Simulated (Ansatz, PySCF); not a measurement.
Gas-phase reaction in SMILES: ClBr → ClBr as doublet, charge +1 + e-
Structures are relaxed separately at B3LYP-D3(BJ)/def2-TZVP in Ansatz (a program for electronic structure). A spin state is the lowest found, not a proven ground state.

Quantity: adiabatic ionisation energy (0 K, with B3LYP-D3(BJ) harmonic zero-point energies from PySCF), in eV. Valence correlation only, unless marked. UHF or UKS for open shells. No spin-orbit coupling. Frozen are the shells of the preceding noble gas and the d and f shells that filled before the atom's block. No relativistic terms. CBS marks a two-point X^-3 extrapolation of the correlation energy; Hartree-Fock from the larger set.

CCSD(T)/CBS(def2-TZVPPD,def2-QZVPPD) (Ansatz) gives 11.11 eV.

Task: Another calculation gave 10.68 eV. Which level was it?
(A) CAM-B3LYP/def2-TZVPD (Ansatz)
(B) PBE/def2-TZVPD (Ansatz)
(C) HSE06/def2-TZVPD (Ansatz)

Result: B, PBE/def2-TZVPD (Ansatz). The others give 11.01 (CAM-B3LYP), 10.87 (HSE06) eV.
